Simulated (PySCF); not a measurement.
HOS, SMILES O[S], multiplicity 2. Atoms are numbered in the order given.

```xyz
3

O     -0.1187    -1.0212     0.0000
S      0.0114     0.5985     0.0000
H      0.7670    -1.4064     0.0000
```
Charge 0, spin multiplicity 2.

Coordinates come from a PBE0-D3(BJ)/def2-TZVPD optimisation.

The numbers are results of M06-2X/def2-TZVPD run with PySCF, not measurements.

The molecule is in vacuum.

```json
{
  "total_energy": "-473.95689 hartree",
  "point_group": "Cs",
  "α spin, highest occupied and lowest empty level": "-8.50 and -0.33 eV",
  "β spin, highest occupied and lowest empty level": "-8.02 and -2.72 eV",
  "dipole_moment": "1.62 D",
  "quadrupole, principal values (traceless, Buckingham form, about the centre of nuclear charge)": "-3.89, -0.63, 4.52 D·Å",
  "mean_static_polarisability": "26.9 bohr³ (3.98 Å³)",
  "polarisability_principal_values": "22.7, 26.0, 32.0 bohr³",
  "⟨S²⟩": "0.754 (pure state 0.75)"
}
```
